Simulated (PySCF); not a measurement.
NICS in one family of compounds.

Probes without a nucleus sit at each ring's centroid and 1 Å off its mean plane on both sides; NICS is minus the shielding there, NICSzz its component along the normal. Level: GIAO PBE0/pcSseg-1 (PySCF, non-relativistic, gas phase) on the GFN2-xTB geometries, one conformer each. Atom numbers follow the mapped SMILES.

**Question.** Order these rings by mean NICS(1)zz, lowest (most negative) first (ppm).
A. ring C5–S6–N7–N8–C9 in `[CH3:1][C:2]([CH3:3])([CH3:4])[c:5]1[s:6][n:7][n:8][c:9]1[SiH3:10]`
B. ring C3–S4–N5–N6–C7 in `[CH3:1][S:2][c:3]1[s:4][n:5][n:6][c:7]1[SiH3:8]`
C. ring C1–S2–N3–N4–C5 in `[cH:1]1[s:2][n:3][n:4][c:5]1[CH:6]1[CH2:7][CH2:8]1`
D. ring C4–S5–N6–N7–C8 in `[CH3:1][N:2]([CH3:3])[c:4]1[s:5][n:6][n:7][c:8]1[SiH3:9]`

**Answer.** C (-31.9), A (-30.7), B (-29.6), D (-25.3).

```
               SMILES                                                       ring  NICS(0)  NICS(1)  NICS(1)zz  HOMA  rms pucker (Å)  ring atoms with four or more neighbours
         c1snnc1C1CC1  5-membered ring with 2 N and S; formal bonds all aromatic    -12.3    -13.4      -31.9     –            0.00                                        0
CC(C)(C)c1snnc1[SiH3]  5-membered ring with 2 N and S; formal bonds all aromatic    -11.4    -13.1      -30.7     –            0.00                                        0
      CSc1snnc1[SiH3]  5-membered ring with 2 N and S; formal bonds all aromatic    -11.4    -12.6      -29.6     –            0.00                                        0
   CN(C)c1snnc1[SiH3]  5-membered ring with 2 N and S; formal bonds all aromatic    -10.2    -11.3      -25.3     –            0.00                                        0
```

NICS(0) ties some rings at the printed digit and otherwise keeps the order. The isotropic NICS(1) gives the same order. NICS(1) and NICS(1)zz are means over the two faces.
